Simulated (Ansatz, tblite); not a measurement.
Forces on `C[Si](C)(C)C#Cc1cnc(-c2cnc(-c3cnc(-c4cnc(C#C[Si](C)(C)C)s4)s3)s2)s1` at its r2SCAN-D4/def2-SVP geometry. Charge 0, multiplicity 1.

The xTB rows come from tblite. Single mean-field runs in def2-SVP are fitted with def2-universal-jkfit.

GFN1-xTB (tblite), largest force 0.89 eV/Å:

```xyz
54
positions Å, forces eV/Å
C    -3.458    0.593   10.904   -0.323    0.085    0.037
Si   -1.648    0.129   10.715    0.133   -0.040   -0.645
C    -0.544    1.439   11.486    0.202    0.235    0.132
C    -1.308   -1.552   11.481    0.064   -0.299    0.138
C    -1.270    0.031    8.910    0.184   -0.038   -0.868
C    -1.026   -0.025    7.705   -0.147    0.055    0.529
C    -0.754   -0.086    6.330    0.004    0.071   -0.718
C    -1.433    0.515    5.272   -0.078   -0.014    0.681
N    -0.947    0.285    4.035    0.415   -0.341    0.399
C     0.117   -0.492    4.068    0.087   -0.071    0.077
C     0.849   -0.907    2.903    0.210   -0.142   -0.123
C     1.976   -1.714    2.792   -0.217    0.100    0.582
N     2.442   -1.928    1.546   -0.577    0.432   -0.124
C     1.704   -1.302    0.647   -0.061    0.061   -0.198
C     1.982   -1.363   -0.763    0.287   -0.201   -0.136
C     3.026   -2.061   -1.366   -0.130    0.041    0.556
N     3.101   -1.982   -2.708   -0.444    0.314    0.120
C     2.138   -1.232   -3.206   -0.213    0.148   -0.006
C     1.982   -0.978   -4.613    0.358   -0.231   -0.236
C     2.803   -1.471   -5.627    0.025   -0.078    0.572
N     2.483   -1.114   -6.885   -0.564    0.369    0.348
C     1.416   -0.339   -6.912   -0.005   -0.020    0.342
C     0.820    0.208   -8.063   -0.127    0.131   -0.411
C     0.293    0.688   -9.064    0.369   -0.329    0.693
Si   -0.441    1.377  -10.618    0.239   -0.226    0.536
C    -0.234    0.087  -11.965    0.035   -0.225   -0.233
C     0.487    2.951  -11.052    0.163    0.273   -0.071
C    -2.256    1.738  -10.303   -0.325    0.066    0.054
S     0.734   -0.002   -5.314    0.357   -0.220   -0.469
S     1.049   -0.564   -1.993    0.453   -0.298   -0.232
S     0.359   -0.392    1.315    0.546   -0.384   -0.103
S     0.591   -0.998    5.681   -0.402    0.319   -0.282
H    -3.730    0.667   11.970   -0.156    0.037   -0.288
H    -4.114   -0.159   10.438   -0.057    0.264    0.158
H    -3.671    1.566   10.433   -0.175   -0.204    0.157
H     0.521    1.189   11.359   -0.148    0.234    0.140
H    -0.716    2.426   11.029    0.184   -0.099    0.230
H    -0.744    1.526   12.568    0.200    0.143   -0.222
H    -0.254   -1.845   11.350   -0.244   -0.134    0.137
H    -1.934   -2.335   11.024    0.211   -0.003    0.228
H    -1.521   -1.534   12.562    0.105   -0.224   -0.219
H    -2.316    1.142    5.414    0.304   -0.206   -0.157
H     2.483   -2.169    3.648   -0.164    0.154   -0.350
H     3.749   -2.644   -0.793   -0.187    0.166   -0.291
H     3.662   -2.114   -5.425   -0.267    0.210   -0.175
H    -0.756   -0.848  -11.706    0.161    0.087   -0.251
H    -0.648    0.454  -12.919    0.149   -0.280    0.103
H     0.829   -0.153  -12.126   -0.261   -0.098   -0.141
H     0.086    3.390  -11.982    0.239    0.075    0.217
H     1.559    2.751  -11.206   -0.172    0.260   -0.022
H     0.395    3.704  -10.254    0.141    0.001   -0.277
H    -2.729    2.151  -11.210   -0.100   -0.074    0.304
H    -2.803    0.824  -10.022   -0.087    0.295   -0.039
H    -2.384    2.472   -9.492   -0.197   -0.152   -0.182
```

GFN2-xTB (tblite), largest force 2.15 eV/Å:

```
C -0.864 0.225 0.107
Si 0.054 -0.019 -0.254
C 0.527 0.624 0.378
C 0.164 -0.797 0.385
C 0.444 -0.105 -2.101
C -0.324 0.112 1.246
C -0.182 0.172 -0.374
C 0.085 -0.076 0.116
N 0.558 -0.486 0.813
C -0.454 0.374 -0.434
C 0.093 -0.084 0.145
C 0.025 -0.017 0.000
N -0.889 0.633 0.129
C 0.569 -0.413 -0.035
C 0.271 -0.222 0.186
C -0.003 0.016 -0.108
N -0.715 0.474 0.492
C 0.451 -0.314 -0.197
C 0.431 -0.317 0.095
C -0.010 0.016 -0.118
N -0.741 0.454 0.779
C 0.536 -0.357 -0.215
C -0.384 0.368 -0.921
C 0.871 -0.791 1.687
Si 0.108 -0.103 0.236
C 0.094 -0.610 -0.665
C 0.438 0.761 -0.224
C -0.884 0.186 0.132
S 0.004 -0.004 -0.066
S 0.094 -0.064 0.030
S 0.087 -0.066 0.048
S -0.065 0.039 0.069
H 0.027 -0.011 -0.522
H 0.231 0.388 0.236
H 0.018 -0.451 0.236
H -0.464 0.182 0.098
H 0.132 -0.415 0.258
H 0.165 0.034 -0.498
H -0.495 0.064 0.095
H 0.318 0.300 0.256
H 0.124 -0.112 -0.495
H 0.462 -0.318 -0.186
H -0.236 0.223 -0.508
H -0.347 0.294 -0.407
H -0.448 0.345 -0.210
H 0.261 0.391 -0.191
H 0.218 -0.266 0.390
H -0.507 0.055 0.015
H 0.258 -0.121 0.439
H -0.476 0.170 0.056
H 0.088 -0.289 -0.405
H 0.121 -0.184 0.471
H 0.180 0.459 -0.117
H -0.023 -0.341 -0.373
```

PBE-D4/def2-SVP (Ansatz), largest force 0.60 eV/Å:

```
C 0.000 0.000 -0.003
Si 0.014 -0.004 -0.077
C 0.002 -0.001 -0.003
C 0.002 0.000 -0.003
C -0.110 0.026 0.567
C 0.098 -0.023 -0.488
C 0.063 -0.058 0.154
C -0.075 0.057 -0.055
N -0.220 0.186 -0.252
C 0.149 -0.098 -0.089
C -0.097 0.063 0.049
C 0.070 -0.053 0.033
N 0.300 -0.218 0.010
C -0.043 0.046 -0.179
C -0.117 0.069 0.083
C 0.076 -0.052 -0.001
N 0.283 -0.190 -0.118
C -0.103 0.082 -0.153
C -0.064 0.040 0.137
C 0.069 -0.050 -0.027
N 0.238 -0.154 -0.241
C -0.121 0.110 -0.111
C 0.198 -0.186 0.406
C -0.257 0.234 -0.484
Si 0.039 -0.035 0.086
C -0.002 0.000 -0.003
C -0.002 0.002 -0.002
C -0.001 0.000 0.001
S -0.241 0.151 0.153
S -0.239 0.177 0.041
S -0.244 0.185 -0.057
S 0.194 -0.159 0.163
H -0.044 0.012 0.227
H -0.128 -0.166 -0.102
H -0.032 0.207 -0.103
H 0.223 -0.064 -0.034
H -0.046 0.203 -0.106
H -0.052 0.008 0.225
H 0.226 -0.051 -0.035
H -0.139 -0.156 -0.106
H -0.048 0.017 0.225
H -0.200 0.142 0.035
H 0.108 -0.098 0.197
H 0.159 -0.129 0.141
H 0.193 -0.146 0.059
H -0.115 -0.192 0.068
H -0.091 0.088 -0.195
H 0.228 -0.041 -0.023
H -0.093 0.084 -0.195
H 0.225 -0.056 -0.029
H -0.028 0.151 0.178
H -0.089 0.086 -0.195
H -0.104 -0.202 0.060
H -0.013 0.156 0.175
```
